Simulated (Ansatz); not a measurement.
Sn₁₈H₂₈. The state is a singlet with charge 0. Geometry PBE-D4/def2-SVP.

```xyz
46

Sn    0.526   -0.059   -2.269
Sn    3.566   -2.570    3.606
Sn   -2.917   -0.452   -4.858
Sn   -0.128   -1.770    1.506
Sn   -0.491    3.565   -4.399
Sn    1.343    0.661    1.783
Sn   -1.734    1.163   -1.024
Sn   -0.168   -0.543    5.653
Sn   -0.562   -1.840   -4.169
Sn    1.766    2.015   -3.727
Sn   -2.216    2.025   -6.021
Sn    1.784   -3.823    1.817
Sn    4.010   -0.149    2.232
Sn    2.211   -2.022    6.024
Sn   -3.979    0.011   -2.288
Sn   -1.798   -1.877    3.780
Sn   -1.648    3.862   -1.845
Sn    0.428    1.798    4.199
H     1.595   -0.837   -1.130
H     5.013   -3.482    3.923
H    -3.978   -1.335   -5.917
H    -1.007   -1.868    0.003
H    -0.110    5.070   -5.185
H     1.167    1.724    0.411
H    -1.745    0.971    0.710
H    -0.938   -0.249    7.185
H     0.511   -2.099   -5.509
H    -0.937   -3.388   -3.479
H     2.637    1.414   -5.103
H     2.873    2.930   -2.751
H    -1.450    1.738   -7.555
H    -3.662    2.935   -6.341
H     2.581   -4.208    0.323
H     1.079   -5.282    2.439
H     4.867   -0.431    0.749
H     4.902    1.022    3.151
H     1.832   -3.521    6.819
H     3.270   -1.142    7.084
H    -4.461   -1.481   -1.540
H    -5.347    1.078   -2.281
H    -2.185   -3.508    4.229
H    -3.289   -1.020    3.540
H    -0.632    4.827   -0.819
H    -3.224    4.587   -1.872
H     1.636    2.796    4.947
H    -0.997    2.763    3.971
```

In the def2 sets Sn takes a core potential; there is no spin–orbit coupling. Single mean-field runs in def2-SVP, def2-TZVP are fitted with def2-universal-jkfit. In the singlet geometry the species has come apart into loosely held pieces. Another isomer (singlet) lies 0.40 eV lower at PBE0-D4/def2-TZVP; other spin states weren't run for this one.

Task: Estimate the orbital energies around the gap (eV) in Ansatz with PBE-D4/def2-SVP, PBE-D4/def2-TZVP, r2SCAN-D4/def2-SVP, PBE0-D4/def2-SVP, PBE0-D4/def2-TZVP.

Result: 
```json
{"orbital": "HOMO−5", "PBE-D4/def2-SVP": "-6.19", "PBE-D4/def2-TZVP": "-6.25", "r2SCAN-D4/def2-SVP": "-6.44", "PBE0-D4/def2-SVP": "-7.09", "PBE0-D4/def2-TZVP": "-7.11"}
{"orbital": "HOMO−4", "PBE-D4/def2-SVP": "-6.00", "PBE-D4/def2-TZVP": "-6.05", "r2SCAN-D4/def2-SVP": "-6.24", "PBE0-D4/def2-SVP": "-6.86", "PBE0-D4/def2-TZVP": "-6.88"}
{"orbital": "HOMO−3", "PBE-D4/def2-SVP": "-6.00", "PBE-D4/def2-TZVP": "-6.05", "r2SCAN-D4/def2-SVP": "-6.24", "PBE0-D4/def2-SVP": "-6.86", "PBE0-D4/def2-TZVP": "-6.88"}
{"orbital": "HOMO−2", "PBE-D4/def2-SVP": "-5.83", "PBE-D4/def2-TZVP": "-5.89", "r2SCAN-D4/def2-SVP": "-6.06", "PBE0-D4/def2-SVP": "-6.67", "PBE0-D4/def2-TZVP": "-6.68"}
{"orbital": "HOMO−1", "PBE-D4/def2-SVP": "-5.81", "PBE-D4/def2-TZVP": "-5.87", "r2SCAN-D4/def2-SVP": "-6.05", "PBE0-D4/def2-SVP": "-6.65", "PBE0-D4/def2-TZVP": "-6.67"}
{"orbital": "HOMO", "PBE-D4/def2-SVP": "-5.73", "PBE-D4/def2-TZVP": "-5.78", "r2SCAN-D4/def2-SVP": "-5.95", "PBE0-D4/def2-SVP": "-6.55", "PBE0-D4/def2-TZVP": "-6.57"}
{"orbital": "LUMO", "PBE-D4/def2-SVP": "-2.50", "PBE-D4/def2-TZVP": "-2.62", "r2SCAN-D4/def2-SVP": "-2.34", "PBE0-D4/def2-SVP": "-1.77", "PBE0-D4/def2-TZVP": "-1.85"}
{"orbital": "LUMO+1", "PBE-D4/def2-SVP": "-2.46", "PBE-D4/def2-TZVP": "-2.58", "r2SCAN-D4/def2-SVP": "-2.31", "PBE0-D4/def2-SVP": "-1.75", "PBE0-D4/def2-TZVP": "-1.84"}
{"orbital": "LUMO+2", "PBE-D4/def2-SVP": "-2.46", "PBE-D4/def2-TZVP": "-2.58", "r2SCAN-D4/def2-SVP": "-2.31", "PBE0-D4/def2-SVP": "-1.75", "PBE0-D4/def2-TZVP": "-1.84"}
{"orbital": "LUMO+3", "PBE-D4/def2-SVP": "-2.37", "PBE-D4/def2-TZVP": "-2.50", "r2SCAN-D4/def2-SVP": "-2.25", "PBE0-D4/def2-SVP": "-1.71", "PBE0-D4/def2-TZVP": "-1.81"}
{"orbital": "LUMO+4", "PBE-D4/def2-SVP": "-2.18", "PBE-D4/def2-TZVP": "-2.33", "r2SCAN-D4/def2-SVP": "-2.09", "PBE0-D4/def2-SVP": "-1.52", "PBE0-D4/def2-TZVP": "-1.62"}
{"orbital": "LUMO+5", "PBE-D4/def2-SVP": "-1.93", "PBE-D4/def2-TZVP": "-2.06", "r2SCAN-D4/def2-SVP": "-1.78", "PBE0-D4/def2-SVP": "-1.23", "PBE0-D4/def2-TZVP": "-1.32"}
```
